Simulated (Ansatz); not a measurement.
Consider the cleavage of the Si–Si bond: `O[SiH](F)[SiH2][SiH3]` + HBr → `O[SiH](F)[SiH2]Br` + SiH₄.

Gas-phase electronic energies from Ansatz, PBE0-D4/def2-TZVP geometries. CCSD(T)/CBS adds triple-zeta CCSD(T) − MP2 to the extrapolated MP2 energy (def2 sets, frozen cores). This one scheme is used for every species. Functionals use def2-TZVPP. For Br outer-core shells are correlated without core-valence functions, which leaves a few kJ/mol of doubt a bond. Scalar relativity is left out up to krypton. Each species was taken in one conformer, which may not be the lowest.

```json
{"level": "r2SCANh-D4", "ΔE (kJ/mol)": "-83.0"}
{"level": "RPA@PBE/def2-TZVPP", "ΔE (kJ/mol)": "-81.3"}
```

Q: What does CCSD(T)/CBS give? (An estimate is asked.)

A: Ansatz gave: -87.4 kJ/mol. The listed levels differ from it by 4.4, 6.1 kJ/mol.

Largest T1 diagnostic among the species: 0.013.

Leaving LDA and LC-ωPBE aside and taking each functional with its dispersion term where it has one, the values, not all of them listed here, spread over 21.0 kJ/mol, from BHLYP-D4 to PBE-D4. From PBE to PBE0 (25 % exact exchange), in def2-TZVPP and without D4, ΔE moves by −5.3 kJ/mol. In def2-TZVPP, CCSD(T) changes the Hartree–Fock value by +20.6 kJ/mol (the triples alone add +1.9 kJ/mol) and MP2 by +10.2 kJ/mol.
